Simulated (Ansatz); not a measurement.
Which method gave which barrier?

Saddle point of Si$_{2}$H$_{6}$OF$_{4}$, closed shell (Si₂H₃F₃ ([F][Si]([F])([F])[SiH3]) + H₂O + HF → SiF₄ ([F][Si]([F])([F])[F]) + SiH₄ + H₂O; bonds formed: Si1–F7, Si2–H8, H6–O9; bonds broken: Si1–Si2, H6–F7, H8–O9), PBE0-D4/def2-TZVP structure:

Si1  (-1.201, -0.088, 0.365)
Si2  (0.381, 0.086, -1.577)
F3  (-2.527, -0.962, 0.304)
F4  (-1.808, 1.159, -0.494)
F5  (-0.996, 0.725, 1.745)
H6  (1.116, -0.729, 1.473)
F7  (-0.310, -1.424, 0.946)
H8  (0.971, 0.287, 0.289)
O9  (1.599, 0.114, 1.248)
H10  (1.668, -0.655, -1.712)
H11  (-0.654, -0.718, -2.287)
H12  (0.500, 1.432, -2.182)
H13  (1.261, 0.770, 1.881)
(Å)

Computed with Ansatz 0.2.0 (basis: def2-TZVPP, with def2-QZVPP for the basis limit); correlated methods freeze the cores. Extrapolation: Hartree–Fock as exp(−7.88 √X), correlation as X^−2.97. Four methods, as single points on the PBE0-D4 structures, gave these electronic barriers from the start structure: 79.8, 128.2, 185.2, 245.7 kJ/mol.

**Question.** The methods were, in alphabetical order, BHLYP-D4, HF, r2SCAN-D4, SPW92. Which gave which? (A judgement: the text doesn't fix the answer.)

**Answer.** By the calculation: SPW92 79.8; r2SCAN-D4 128.2; BHLYP-D4 185.2; HF 245.7 kJ/mol. For comparison, CCSD(T) at an estimated basis limit (MP2 extrapolated from triple and quadruple zeta, plus CCSD(T) − MP2 in triple zeta) gives 166.6 kJ/mol.

No T1 diagnostic of these runs exceeds 0.013.

Labels in which every atom is bracketed show which atoms are joined, not bond orders.

For scale, one of the runs: CCSD(T)/def2-TZVPP, 323 basis functions, launched by `ansatz run in.yaml --threads 4 --pin off --events-out ev --progress --plain --max-ram 66560MiB --backend cuda --devices 0, --max-vram 37GiB`. Time: 16 s of wall clock on 4 CPU threads of an AMD EPYC 7R13 and a share of one NVIDIA H100; the host was shared. Peak host memory: 0.84 GiB.
